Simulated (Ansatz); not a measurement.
The first iterations of a band of H5HfNO2S (10 atoms, charge 0, multiplicity 1).

Method: RHF/def2-SVP in Ansatz 0.2.0.

```json
{"movable images": "5", "climbing image": "yes", "spring": "5.0 eV/Å²", "optimiser": "quadratic models (default)", "start path": "through a guess of the saddle point", "force threshold": "0.03 eV/Å", "iteration limit": "60", "end points": "relaxed"}
```

Initial state:

```xyz
10
Properties=species:S:1:pos:R:3
Hf -0.271 -0.190 -0.119
N 0.695 1.200 1.035
S 1.099 -2.312 -0.214
H 2.255 -1.739 -0.573
O -0.425 0.619 -1.865
O -1.939 -0.734 0.683
H 1.103 2.056 0.700
H 0.834 1.157 2.030
H -0.583 0.887 -2.750
H -2.768 -0.943 1.072
```

Final state:

```xyz
10
Properties=species:S:1:pos:R:3
Hf -0.431 -0.549 -0.465
N 1.145 0.626 0.844
S 0.705 -2.487 -0.823
H 1.949 0.026 0.963
O -0.605 0.704 -1.963
O -1.934 -0.584 0.795
H 1.468 1.480 0.414
H 0.806 0.863 1.765
H -0.537 0.944 -2.870
H -2.565 -1.023 1.338
```

| iteration | highest image above the first end (eV) | largest band force component (eV/Å) |
| --- | --- | --- |
| 1 | 6.982 | 24.302 |
| 2 | 3.418 | 4.527 |
| 3 | 2.850 | 3.356 |
| 4 | 2.127 | 1.687 |
| 5 | 1.568 | 4.074 |
| 6 | 1.442 | 1.229 |
| 7 | 1.512 | 0.969 |
| 8 | 1.380 | 0.810 |

Task: Does the band converge within its limit, and where does its top end?

Result: The run converged. It ended after 26 iterations with the highest image 1.592 eV above the first end. A vibrational analysis at the climbing image gives one clearly imaginary mode, 1800i cm⁻¹: a first-order saddle point. The orbitals stay closed-shell, which can raise the energy where a bond breaks towards radicals; this wasn't checked here.

Run time: 3.1 min on 2 threads of Arm Neoverse V2 (shared host), peak memory 0.25 GiB.
